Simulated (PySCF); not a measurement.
## Two-component Hartree-Fock for Nd⁴⁵⁺ (neodymium, charge +45)

Start: [Ne] 3s2 3p3; 3p1/2 filled at m_j = -1/2, +1/2; 3p3/2 filled at m_j = +3/2. Calculated with PySCF 2.14 in an uncontracted even-tempered set (18 s from 11 bohr⁻², ratio 2.4; 14 p from 14 bohr⁻², ratio 2.4; 4 d from 50 bohr⁻², ratio 2.6; 4 f from 74 bohr⁻², ratio 2.6): generalised Hartree-Fock with the X2C-1e Hamiltonian and a Gaussian nucleus; one run each with spin-orbit coupling (SO) switched off, then screened by Boettger's factors.

```json
{"spinor shell": "1s1/2", "electrons": "2", "ε, spin-free (eV)": "-46741.0", "ε, screened SO (eV)": "-46729.3", "weight of nominal j (screened SO)": "1.000", "rms radius, screened SO (bohr)": "0.0269"}
{"spinor shell": "2s1/2", "electrons": "2", "ε, spin-free (eV)": "-10010.2", "ε, screened SO (eV)": "-10005.0", "weight of nominal j (screened SO)": "1.000", "rms radius, screened SO (bohr)": "0.107"}
{"spinor shell": "2p1/2", "electrons": "2", "ε, spin-free (eV)": "-9260.5", "ε, screened SO (eV)": "-9637.0", "weight of nominal j (screened SO)": "1.000", "rms radius, screened SO (bohr)": "0.0921"}
{"spinor shell": "2p3/2", "electrons": "4", "ε, spin-free (eV)": "-9260.5", "ε, screened SO (eV)": "-9090.9", "weight of nominal j (screened SO)": "1.000", "rms radius, screened SO (bohr)": "0.0978"}
{"spinor shell": "3s1/2", "electrons": "2", "ε, spin-free (eV)": "-3928.0", "ε, screened SO (eV)": "-3925.8", "weight of nominal j (screened SO)": "1.000", "rms radius, screened SO (bohr)": "0.259"}
{"spinor shell": "3p1/2", "electrons": "2", "ε, spin-free (eV)": "-3718.4", "ε, screened SO (eV)": "-3795.7", "weight of nominal j (screened SO)": "0.998", "rms radius, screened SO (bohr)": "0.247"}
{"spinor shell": "3p3/2", "electrons": "1", "ε, spin-free (eV)": "-3718.4", "ε, screened SO (eV)": "-3665.6", "weight of nominal j (screened SO)": "1.000", "rms radius, screened SO (bohr)": "0.256"}
```

| quantity | spin-free | screened SO |
| --- | --- | --- |
| E (hartree) | -7718.16919 | -7726.67462 |
| M_J | 3/2 | 3/2 |
| ⟨J²⟩ | 3.750 | 3.750 |
| ⟨L²⟩ | 0.000 | 2.440 |
| ⟨S²⟩ | 3.750 | 1.553 |

Each row is a mean over spinors that exchange with the open shell spreads, by up to 25.213 eV (3s1/2).

Breit and QED terms are absent; they matter most for the inner s and p1/2 levels.

Densities and radii are taken from the X2C orbitals without a picture-change correction, which distorts them close to the nucleus.

Without spin-orbit coupling the j labels of p, d and f shells carry no meaning; the spin-free column gives the mean over the occupied spinors of each nl shell.
